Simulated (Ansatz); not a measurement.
This geometry of BClH2O2 + H2O (9 atoms, charge 0, multiplicity 1) is a first-order saddle point.

Level of theory: Ansatz 0.2.0, RKS PBE0/def2-SVP.

```xyz
9
Properties=species:S:1:pos:R:3
B -0.320 0.175 -0.024
Cl 1.007 -1.472 -1.056
O -0.580 1.029 -1.041
O -1.280 -0.363 0.768
H 1.430 -0.436 0.227
O 0.956 0.370 0.797
H 0.136 1.082 -1.682
H -2.129 -0.425 0.318
H 0.780 0.040 1.692
```

Task: Which two structures does it join? (They come from a converged band through this point; their orientation in space is the band's.)

Result: Bonds broken: B1–Cl2, H5–O6. Bonds formed: B1–O6, Cl2–H5. BClH2O2 + H2O becomes BH3O3 + ClH.

Initial state:

```xyz
9
Properties=species:S:1:pos:R:3
B -0.518 -0.225 -0.630
Cl 0.675 -1.381 -1.285
O -0.753 0.958 -1.235
O -1.242 -0.623 0.442
H 1.889 -0.233 0.901
O 1.357 0.418 1.375
H -0.152 1.143 -1.963
H -1.876 0.057 0.698
H 0.619 -0.114 1.697
```

Final state:

```xyz
9
Properties=species:S:1:pos:R:3
B -0.633 0.116 0.257
Cl 2.453 -0.375 -1.547
O -0.739 0.312 -1.077
O -1.698 0.265 1.088
H 1.900 -0.404 -0.356
O 0.582 -0.245 0.813
H 0.093 0.174 -1.554
H -2.493 0.515 0.607
H 0.535 -0.359 1.769
```

Task: How far does it lie above each of them?

Result: 0.47 eV above the first and 1.05 eV above the second. This is the barrier of this one path; another mechanism may lie lower. The orbitals stay closed-shell, which can raise the energy where a bond breaks towards radicals; this wasn't checked here.

The run took 2.4 min on 2 threads of Intel(R) Xeon(R) Platinum 8488C (Sapphire Rapids), with other jobs on the host, peak memory 0.21 GiB.
